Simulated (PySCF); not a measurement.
C₂H₇AlS, SMILES [CH3][AlH][S]C. Atoms are numbered in the order given.

```xyz
11

Al    -0.5678     0.5801     0.6267
H     -2.0566     0.0282     0.8501
C      0.1671     2.2042     1.4412
H      0.1231     2.1444     2.5498
H     -0.4275     3.0960     1.1482
H      1.2213     2.3874     1.1511
S      0.7203    -0.6013    -0.7017
C     -0.3743    -1.9929    -1.2144
H     -1.3789    -1.9200    -0.7546
H      0.0958    -2.9471    -0.9092
H     -0.4777    -1.9781    -2.3160
```
Charge 0, spin multiplicity 1.

Geometry: PBE-D3(BJ)/def2-SVP. The structure was generated by enumeration; whether it is a known compound was not checked. Other conformers were not sampled.

Level of theory: PBE0/pcSseg-1 (PySCF).

GIAO shieldings, no solvent; atoms alike by connectivity are averaged. δ = σ(ref) − σ: ¹H against TMS (σ = 31.56 ppm); ¹³C against TMS (σ = 186.3 ppm); ³³S against H2S (σ = 716.7 ppm), references at their B3LYP-D3(BJ)/def2-TZVP geometries, non-relativistic.

```
nucleus         atoms  count  δ (ppm)
-------  ------------  -----  -------
¹H                 H2      1     5.61
¹H       H9, H10, H11      3     2.83
¹H         H4, H5, H6      3     0.43
¹³C                C8      1     20.1
¹³C                C3      1     -4.5
³³S                S7      1    148.8
```
